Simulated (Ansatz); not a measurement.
## Ligand exchange: GeH2(CH3)(SH) + B(SH)3 → GeH2(SH)2 + B(CH3)(SH)2

Species: GeH2(CH3)(SH), singlet; B(SH)3, singlet; GeH2(SH)2, singlet; B(CH3)(SH)2, singlet. The partners trade CH3 for SH: Ge–CH3 and B–SH bonds give way to Ge–SH and B–CH3.

Shapes, held fixed at every level: PBE0-D4/def2-TZVP. Flexible molecules stand in one conformer, not always the lowest. Programs: Ansatz 0.2.0. Electronic energies: no zero-point or thermal term.

```json
{"level": "HF/def2-TZVPP", "kind": "Hartree–Fock", "ΔE (kJ/mol)": "-14.8", "less CCSD(T)/def2-TZVPP": "-11.2"}
{"level": "PBE-D4/def2-TZVPP", "kind": "GGA", "ΔE (kJ/mol)": "-7.2", "less CCSD(T)/def2-TZVPP": "-3.6"}
{"level": "B3LYP-D4/def2-TZVPP", "kind": "global hybrid", "ΔE (kJ/mol)": "-9.0", "less CCSD(T)/def2-TZVPP": "-5.4"}
{"level": "PBE0-D4/def2-TZVPP", "kind": "global hybrid", "ΔE (kJ/mol)": "-7.8", "less CCSD(T)/def2-TZVPP": "-4.2"}
{"level": "wB97M-V/def2-TZVPP", "kind": "range-separated hybrid", "ΔE (kJ/mol)": "-8.2", "less CCSD(T)/def2-TZVPP": "-4.6"}
{"level": "B2PLYP/def2-TZVPP", "kind": "double hybrid", "ΔE (kJ/mol)": "-7.1", "less CCSD(T)/def2-TZVPP": "-3.5"}
{"level": "MP2/def2-TZVPP", "kind": "perturbation theory", "ΔE (kJ/mol)": "-0.3", "less CCSD(T)/def2-TZVPP": "+3.3"}
{"level": "CCSD(T)/def2-TZVPP", "kind": "coupled cluster or CI", "ΔE (kJ/mol)": "-3.6", "less CCSD(T)/def2-TZVPP": "0.0"}
```

The highest level, CCSD(T)/def2-TZVPP, gives ΔE = -3.6 kJ/mol; the levels span -14.8 to -0.3. That is about zero within the method's error. The column of differences is taken from that level and isn't an error. No measured value is set beside it here. Relativity is left out for Ge. Outer-core shells of Ge are correlated, in sets that cover them unevenly.
